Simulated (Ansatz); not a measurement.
Gas-phase electronic energies from Ansatz, PBE0-D4/def2-TZVP geometries. CBS: MP2 limit from def2 TZ/QZ plus the TZ coupled-cluster correction, frozen cores. Functionals use def2-TZVPP. One conformer a species, not always the lowest.

Consider the ligand exchange at the Si–C bond: `CC(C)[SiH3]` + `NC(O)(O)F` → `NC(O)(F)O[SiH3]` + `CCC`.

```csv
level,ΔE (kJ/mol),difference from CCSD(T)/CBS
ωB97M-V,-92.8,1.2
B2PLYP,-99.2,-5.2
r2SCAN,-93.4,0.6
PBE0,-86.4,7.6
HF/def2-TZVPP,-115.5,-21.5
CCSD(T)/def2-TZVPP,-93.5,0.5
HF/def2-QZVPP,-116.9,-22.9
MP2/def2-QZVPP,-95.0,-1.0
HF/CBS(def2),-117.1,-23.1
MP2/CBS(def2),-94.7,-0.7
CCSD(T)/CBS,-94.0,0
```

Largest T1 diagnostic among the species: 0.011.

In def2-TZVPP, CCSD(T) changes the Hartree–Fock value by +21.9 kJ/mol (the triples alone add +2.9 kJ/mol) and MP2 by +21.3 kJ/mol. From PBE to PBE0 (25 % exact exchange), in def2-TZVPP and without D4, ΔE moves by −3.9 kJ/mol. The D4 term adds +3.2 kJ/mol with B3LYP and +1.6 kJ/mol with PBE0; it sums over pairs of atoms, weighted by their polarisabilities, and B3LYP, whose exchange is more repulsive, gets the larger term.

B3LYP here is the variant with VWN-RPA as its local correlation; programs differ in this.
